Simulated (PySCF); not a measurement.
Compound: GaF₃.
Structure used (PBE0-D3(BJ)/def2-SVP), in Å, numbered top down from 1:
```xyz
4
GaF3 angstrom
Ga    -0.001   -0.001   -0.001
F      1.726   -0.020    0.010
F     -0.844    1.507   -0.014
F     -0.881   -1.486    0.005
```

Computed with TDDFT PBE0/def2-SVPD, vertical, gas phase, core orbitals frozen in the response in PySCF. Relativistic effects, spin–orbit coupling among them, are left out although an element past zinc is present.

Frontier orbitals with the atoms that hold most of them (Löwdin shares over 4%, at most four atoms; ? is withheld):

| orbital | ε (eV) | atoms |
| --- | --- | --- |
| LUMO+2 | 1.16 | Ga1 77%, F4 8%, F3 8%, F2 8% |
| LUMO+1 | -1.07 | Ga1 60%, F4 13%, F3 13%, F2 13% |
| LUMO | -2.64 | ? |
| HOMO | ? | ? |
| HOMO-1 | -12.09 | F3 45%, F4 29%, F2 18%, Ga1 8% |
| HOMO-2 | -12.09 | F2 42%, F4 34%, F3 16%, Ga1 8% |
| HOMO-3 | -12.16 | F2 54%, F3 40%, Ga1 5% |

(1) Which atoms hold the LUMO, and with what shares?

(2) Give the leading atoms of the HOMO.

(3) What is the HOMO energy, and the HOMO–LUMO gap?

Answers

(1) Ga1 (bonded to 3 F) 56%; F4 (bonded to Ga) 15%; F3 (bonded to Ga) 15%; F2 (bonded to Ga) 15%. By element: gallium 56%, fluorine 44%.

(2) F2 (bonded to Ga) 35%; F3 (bonded to Ga) 34%; F4 (bonded to Ga) 32%.

(3) ε(HOMO) = -11.97 eV; the gap is 9.34 eV (0.3431 hartree).

Within 0.005 eV of a neighbour in this list lie HOMO-2/HOMO-1 (point group found: D3h); within a degenerate set the shares of single atoms can hang on how the components are chosen.

Task: How does S1 compare with the orbital gap of 9.34 eV?

Result: S1 is at 7.50 eV (f = 0.0000), 1.84 eV below the gap, made of HOMO→LUMO (99%). 

Task: Give energy, strength and leading configuration of S1 and S7, and follow the Löwdin shares of the leading atoms from the occupied to the empty orbital.

Result: 
- S1 (7.50 eV, f 0.0000), HOMO→LUMO (99%): F2 35% → 15%, F3 34% → 15%, Ga1 at most 1% → 56%, F4 32% → 15%
- S7 (9.17 eV, f 0.0000), HOMO→LUMO+1 (100%): F2 35% → 13%, F3 34% → 13%, Ga1 at most 1% → 60%, F4 32% → 13%

Orbitals of the list HOMO-3 to LUMO+2 that lie within 0.01 eV of each other are written together with a slash and their weights summed (≥ marks a lower bound); for degenerate orbitals outside that list single weights are arbitrary.

Löwdin shares depend on the basis, the more so with diffuse functions.

The run took 6.1 s on x86-64 server, one thread, shared host.
